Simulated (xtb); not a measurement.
Input for xtb:
```
$ xtb mol.xyz --gfn 2 --chrg -1 --uhf 1 --grad --json

# file mol.xyz
3

Si    -0.02533964    -0.00465700     1.31997514
Br     1.11399650    -1.69753432    -0.24869921
Br    -1.10386065     1.69939712    -0.27929084
```

### Question
Predict the total energy from GFN2-xTB in xtb 6.7.1.

### Answer
-10.1394 Eh

### Question
Predict the partial charges in atom order from GFN2-xTB.

### Answer
Si1 0.32, Br2 -0.66, Br3 -0.66
